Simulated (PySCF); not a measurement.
# Excitation energies in several basis sets

Species: C3H5FSeSi.
InChI=1S/C3H5FSeSi/c4-3-5-1-2-6-3/h1-3H,6H2/t3-/m1/s1

TDDFT with PBE0 (PySCF), vertical singlets, core orbitals frozen in the response, spherical d and f functions. Geometry: PBE0-D3(BJ)/def2-SVP, one conformer, isolated molecule. Relativistic effects, spin–orbit coupling among them, are left out although an element past zinc is present.

| basis | functions | diffuse | S1 (eV) | S2 (eV) | S3 (eV) | S4 (eV) | S5 (eV) | LUMO (eV) | α (au) |
| --- | --- | --- | --- | --- | --- | --- | --- | --- | --- |
| 6-31G* | 116 | no | 4.75 | 4.91 | 6.32 | 6.42 | 6.70 | -0.46 | 72.7 |
| def2-SVP | 131 | no | 4.80 | 4.88 | 6.33 | 6.47 | 6.76 | -0.69 | 74.6 |
| def2-SVPD | 188 | yes | 4.64 | 4.71 | 5.85 | 6.10 | 6.29 | -0.88 | 87.6 |
| aug-cc-pVDZ | 200 | yes | 4.63 | 4.72 | 5.48 | 5.88 | 6.01 | -0.86 | 88.9 |
| def2-TZVP | 239 | no | 4.68 | 4.75 | 6.12 | 6.22 | 6.40 | -0.83 | 83.7 |
| def2-TZVPD | 296 | yes | 4.62 | 4.69 | 5.67 | 5.92 | 6.15 | -0.90 | 88.9 |

**Question.** How much do these states and the polarisability depend on the basis?

**Answer.** States are compared by their number. Against the largest diffuse basis here (def2-TZVPD, itself not a converged limit), sets without diffuse functions differ by up to 0.18 eV in S1 and 0.61 eV in S5; the smaller diffuse sets differ by up to 0.02 and 0.15 eV. State by state, the largest deviation of a set without diffuse functions is S1 0.18, S2 0.22, S3 0.67, S4 0.55, S5 0.61 eV. The same number needn't mean the same state in each row. Against def2-TZVPD the polarisability deviates by -18% in 6-31G*, -16% in def2-SVP, -2% in def2-SVPD, 0% in aug-cc-pVDZ, -6% in def2-TZVP.
